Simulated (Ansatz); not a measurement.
CH$_{3}$ClMoO$_{2}$, SMILES `[CH3][Mo](=[O])(=[O])[Cl]`, relaxed with RKS PBE0-D4/def2-TZVP in Ansatz from a PBE-D4/def2-SVP geometry. The force threshold is 0.005 eV/Å; the program also tests the step.

Charge 0, multiplicity 1. Mo: def2 effective core potential.

Start:

```xyz
8

C    -0.527   -0.766   -0.633
Mo    0.525    0.603    0.560
O     0.764   -0.180    2.041
O     2.029    0.792   -0.190
Cl   -0.636    2.556    0.752
H    -0.670   -0.320   -1.640
H     0.028   -1.721   -0.732
H    -1.512   -0.964   -0.158
```

```tsv
step	energy (eV)	largest force (eV/Å)	largest move (Å)
1	-19555.1742	1.174	0.000
2	-19555.2255	0.226	0.046
3	-19555.2279	0.036	0.010
4	-19555.2279	0.024	0.005
5	-19555.2280	0.004	0.003
```

End:

```xyz
8

C    -0.527   -0.762   -0.631
Mo    0.527    0.596    0.559
O     0.759   -0.171    2.023
O     2.010    0.789   -0.182
Cl   -0.629    2.522    0.741
H    -0.667   -0.319   -1.621
H     0.021   -1.701   -0.728
H    -1.496   -0.954   -0.161
```

Run time 65 s (2 threads of a server CPU on a shared host); peak host memory 0.53 GiB.
